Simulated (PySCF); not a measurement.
**Two-component Hartree-Fock for Cl¹⁰⁺ (chlorine, charge +10)**

Start: [He] 2s2 2p3; 2p1/2 filled at m_j = -1/2, +1/2; 2p3/2 filled at m_j = +3/2. Calculated with PySCF 2.14 in an uncontracted even-tempered set (18 s from 1.4 bohr⁻², ratio 2.4; 11 p from 1.9 bohr⁻², ratio 2.4; 5 d from 8.7 bohr⁻², ratio 2.6; 5 f from 13 bohr⁻², ratio 2.6): generalised Hartree-Fock with the X2C-1e Hamiltonian and a Gaussian nucleus; one run each with spin-orbit coupling (SO) switched off, then screened by Boettger's factors.

```csv
spinor shell,electrons,"ε, spin-free (eV)","ε, screened SO (eV)",weight of nominal j (screened SO),"rms radius, screened SO (bohr)"
1s1/2,2,-3226.2,-3226.1,1.000,0.105
2s1/2,2,-572.46,-572.46,1.000,0.445
2p1/2,2,-532.95,-533.33,0.546,0.397
2p3/2,1,-532.95,-532.19,1.000,0.398
```

```csv
quantity,spin-free,screened SO
E (hartree),-402.02980,-402.03383
M_J,3/2,3/2
⟨J²⟩,3.751,3.751
⟨L²⟩,0.000,0.010
⟨S²⟩,3.751,3.736
```

Each row is a mean over spinors that exchange with the open shell spreads, by up to 37.299 eV (2s1/2).

Rows whose weight is well below 1 are mixtures of j = l ± 1/2: exchange outweighs spin-orbit coupling there, and the label is only the starting occupation.

Without spin-orbit coupling the j labels of p, d and f shells carry no meaning; the spin-free column gives the mean over the occupied spinors of each nl shell.
